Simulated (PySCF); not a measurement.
Ge (SMILES [Ge+]), charge +1, doublet. Base run: DF-HF/6-31G** run with PySCF.

PySCF was given this input:
```python
from pyscf import gto, scf

mol = gto.M(
    atom='''
Ge    0.000000    0.000000    0.000000
''',
    basis='6-31g**',
    charge=1,
    spin=1,
    verbose=4,
)

mf = scf.UHF(mol)
mf = mf.density_fit(auxbasis='def2-universal-jkfit')
mf.kernel()
mf.analyze()
```

Variants of this job, named by their change:

```
change               basis functions       E (Eh)  HOMO (eV)
-------------------  ---------------  -----------  ---------
base                              32  -2074.76200     -15.61
basis = LANL2DZ                    8     -3.32022     -15.62
basis = STO-3G                    18  -2051.47717     -13.89
basis = 3-21G                     22  -2065.02388     -15.00
basis = def2-SV(P)                32  -2074.78430     -15.55
basis = aug-pcseg-1               36  -2074.77426     -15.54
basis = pcseg-2                   43  -2075.05914     -15.60
basis = 6-311G**                  44  -2075.00522     -15.58
basis = def2-TZVPP                48  -2075.04758     -15.55
basis = def2-TZVP                 48  -2075.04758     -15.55
basis = aug-cc-pVTZ               59  -2075.08790     -15.58
basis = def2-QZVP                 75  -2075.08973     -15.59
basis = def2-QZVPP                89  -2075.08978     -15.59
```

Totals compare only among sets that treat the same electrons; sets with core potentials leave the core out.

Open shells are given as the SCF converged; they aren't shown to be the lowest states, and a large step between rows can be another state.
